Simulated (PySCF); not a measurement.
Si(Et)(NH2)3, SMILES CC[Si](N)(N)N, GFN2-xTB optimised geometry.

```
17

C     -0.40    -1.21     2.87
C     -0.86    -1.92     1.61
Si    -0.26    -1.09     0.00
N      1.47    -1.09     0.00
N     -0.63    -1.93    -1.48
N     -0.96     0.50     0.00
H      0.68    -1.22     2.94
H     -0.73    -0.17     2.86
H     -0.81    -1.69     3.76
H     -0.51    -2.95     1.64
H     -1.95    -1.97     1.60
H      1.92    -0.84    -0.86
H      1.93    -0.63     0.77
H     -0.10    -2.76    -1.67
H     -1.60    -2.09    -1.69
H     -1.93     0.60     0.26
H     -0.77     1.09    -0.79
```

Density from PBE0/def2-SVP in PySCF at that geometry.

Minimum of the electron density along straight lines between bonded atoms, close to the bond critical point (lines longer than 1.1 times the sum of covalent radii, or with two minima, are not listed):

```
bond    length / Å  ρ at the minimum / e bohr⁻³  ∇²ρ there / e bohr⁻⁵  position (fraction from the first atom)
------  ----------  ---------------------------  --------------------  ---------------------------------------
C1–C2        1.524                          ___                   ___                                     0.50
C2–Si3       1.905                        0.113                   ___                                     0.62
Si3–N4       1.729                        0.123                  0.74                                     0.40
Si3–N5       1.739                        0.120                  0.70                                     0.40
Si3–N6       1.736                        0.120                  0.71                                     0.40
C1–H7        1.087                        0.276                 -1.00                                     0.62
C1–H8        1.087                        0.278                 -1.02                                     0.63
C1–H9        1.090                        0.275                 -1.00                                     0.62
C2–H10       1.090                        0.271                 -0.95                                     0.62
C2–H11       1.092                        0.269                 -0.93                                     0.62
N4–H12       1.007                        0.332                 -1.52                                     0.76
N4–H13       1.006                        0.333                 -1.53                                     0.76
N5–H14       1.007                        0.332                 -1.52                                     0.76
N5–H15       1.007                        0.332                 -1.52                                     0.76
N6–H16       1.007                        0.332                 -1.51                                     0.76
N6–H17       1.008                        0.332                 -1.52                                     0.76
```

Complete the blanks.


- C1–C2, ρ at the minimum / e bohr⁻³: 0.239
- C1–C2, ∇²ρ there / e bohr⁻⁵: -0.53
- C2–Si3, ∇²ρ there / e bohr⁻⁵: 0.31
